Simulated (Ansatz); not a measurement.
Ansatz (a quantum-chemistry and plane-wave program) job for Ga(F)2(vinyl) (C2H3F2Ga), SMILES C=[CH][Ga]([F])[F], PBE0/def2-SVPD. Coordinates come from a B3LYP-D3(BJ)/def2-SVP optimisation. Other conformers were not sampled.

Ansatz 0.2 input:
```yaml
crystal:
  periodic: [false, false, false]
  atoms:
    - {symbol: Ga, position_ang: [-0.04272059, -0.32027497, 0.00000000]}
    - {symbol: F, position_ang: [-0.96868992, -1.80642818, -0.00000000]}
    - {symbol: F, position_ang: [1.68842916, -0.60320842, -0.00000000]}
    - {symbol: C, position_ang: [-0.75866979, 1.47294585, -0.00000000]}
    - {symbol: C, position_ang: [0.06661606, 2.52956485, -0.00000000]}
    - {symbol: H, position_ang: [-1.84344686, 1.62345994, 0.00000000]}
    - {symbol: H, position_ang: [-0.31374904, 3.55823263, -0.00000000]}
    - {symbol: H, position_ang: [1.15620353, 2.41849662, 0.00000000]}
basis:
  gaussian:
    orbitals: def2-SVPD
hamiltonian:
  xc: {name: PBE0}
```

Log of the run:

```
WARN ansatz: RAYON_NUM_THREADS=1 ignored (pool sized by the plan → 1); use --threads N
Functional definition: PBE0
integrals: 0.09 GiB planned
1350 factors; their error is unknown
mean field: 0.72 GiB planned
mean field evaluation 1: about -59901.6036 eV, gradient 6.5e1 eV
mean field evaluation 2: about -59890.6749 eV, gradient 1.1e2 eV
mean field evaluation 4: about -59909.4767 eV, gradient 3.7e0 eV
mean field evaluation 8: about -59909.5091 eV, gradient 9.9e-2 eV
mean field evaluation 16: about -59909.7341 eV, gradient 1.4e-5 eV
mean field -59909.73407814 eV, -2201.6421190953 hartree, gradient 1.4e-5 eV, S^2 0.000000; 0 other end points of the search recorded, 0 dependent functions left out
reference -59909.73411530 eV, -2201.6421204609 hartree; 32, 32 occupied and 116, 116 virtual orbitals, 1350 factors
Total energy: -59909.73411530 eV, -2201.6421204609 hartree
```

The calculation finished and met its thresholds.

Cost: around 3 core-seconds (rough).
